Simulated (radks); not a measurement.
Task: These are the eigenvalues of the occupied orbitals of an atom or ion with whole-number occupations (hartree). Calculated with a radial shooting solver on a logarithmic mesh with Libxc functionals: Dirac Kohn-Sham, Slater X-alpha with alpha = 0.69, spin-unpolarised, spherical densities, point nucleus.

| orbital | eigenvalue |
|---|---|
| 1s1/2 | -278.6865 |
| 2s1/2 | -33.05492 |
| 2p1/2 | -28.73583 |
| 2p3/2 | -28.19094 |
| 3s1/2 | -3.83042 |
| 3p1/2 | -2.54487 |
| 3p3/2 | -2.47731 |
| 3d3/2 | -0.42827 |
| 3d5/2 | -0.42172 |

Which element is it, and in what charge state? The configuration may be excited. Open shells, if any, fill j = l - 1/2 first.

Result: Z = 27, cobalt, charge +1: Co+ in [Ar] 3d8. The list shows which subshells hold electrons but not how many an open one holds; the 1s level, -278.69 hartree, gives Z - s = 23.6 by -(Z - s)^2/2, which with screening and relativity narrows Z to a few neighbours, and the depths of the outer levels then fix element, charge and occupations together.
